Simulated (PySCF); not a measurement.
Compound: C3H9AlF2O.
SMILES: `C[O+]([AlH3-])CC(F)F`

Torsions of this conformer, `[CH3:1][O+:2]([AlH3-:3])[CH2:4][CH:5]([F:6])[F:7]`: C1–O2–C4–C5 86°, O2–C4–C5–F6 -67°.

The closed-shell ground state was solved at several levels (PySCF, density fitting, gas phase, non-relativistic). One conformer (not necessarily the lowest) at the PBE0-D3(BJ)/def2-SVP geometry, without solvent, vibrations or thermal averaging.

| level | basis functions | HOMO (eV) | LUMO (eV) | gap (eV) | dipole (D) |
| --- | --- | --- | --- | --- | --- |
| CAM-B3LYP/pcSseg-1 | 171 | -8.99 | 1.08 | 10.07 | 3.56 |
| PBE0/pcSseg-1 | 171 | -7.60 | 0.08 | 7.68 | 3.54 |

**Question.** What might CAM-B3LYP/def2-SVPD (225 basis functions) give for the same quantities?

**Answer.** HOMO -9.00 eV, LUMO 0.80 eV, gap 9.80 eV, dipole 3.39 D.

**Question.** Over all these levels, which gives the widest orbital gap and which the narrowest?

**Answer.** CAM-B3LYP/pcSseg-1 (range-separated hybrid) has the widest, 10.07 eV, and PBE0/pcSseg-1 (global hybrid, 25 % exact exchange) the narrowest, 7.68 eV. The two share the basis. From the narrowest to the widest the HOMO moves by -1.39 eV and the LUMO by +1.00 eV.

**Question.** How far do the dipole and the HOMO energy spread over the levels?

**Answer.** The dipole runs from 3.39 to 3.56 D (mean 3.50 D) and the HOMO from -9.00 to -7.60 eV.
